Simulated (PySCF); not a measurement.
**Stretching NaTe⁺**

Set-up: basis Na x2c-SVPall, Te x2c-SVPall; spin-free X2C with a Gaussian nucleus; PySCF 2.14. Energies in eV from Na⁺ + Te in their ground configurations at the same level. State: ³Σ⁻ (triplet), unpaired electrons π ↑↑.

All columns are PBE0. A positive dipole points towards Te; it is taken about the centre of mass and depends on that origin.

```tsv
R (Å)	E (eV)	μ (D)	Mulliken charge on Na (basis-dependent)	HOMO (eV)	LUMO (eV)	Mayer bond order	⟨S²⟩
2.711	-0.553	-8.39	0.80	-11.84	-9.08	0.39	2.00
2.837	-0.686	-8.82	0.78	-11.70	-8.94	0.42	2.00
2.963	-0.756	-9.28	0.76	-11.55	-8.80	0.43	2.00
3.057	-0.779	-9.64	0.76	-11.43	-8.70	0.44	2.00
3.152	-0.785	-10.01	0.76	-11.31	-8.60	0.43	2.00
3.247	-0.778	-10.39	0.76	-11.19	-8.50	0.43	2.00
3.373	-0.754	-10.92	0.77	-11.03	-8.37	0.41	2.00
3.530	-0.709	-11.60	0.78	-10.83	-8.21	0.39	2.00
3.719	-0.644	-12.46	0.80	-10.59	-8.03	0.36	2.01
3.971	-0.553	-13.64	0.83	-10.29	-7.79	0.31	2.01
```

A fit through these points gives, at Re = 3.142 Å, μ = -9.97 D and dμ/dR = -3.97 D/Å; the reduced mass is 19.53 u.

Problem. How strong is the fundamental in the double-harmonic approximation, I = 42.26·(dμ/dR)²/μred km/mol?

Solution. I = 42.26·(-3.97)²/19.53 = 34.1 km/mol at PBE0.

These are scalar-relativistic numbers at best; spin–orbit coupling would shift them, the dissociation energy most. For an ion De counts to the pair picked by the measured ionisation energies or electron affinities, which need not be the lowest pair at this level. The state is the lowest determinant that a PBE0 search found; another state may lie lower at other levels.
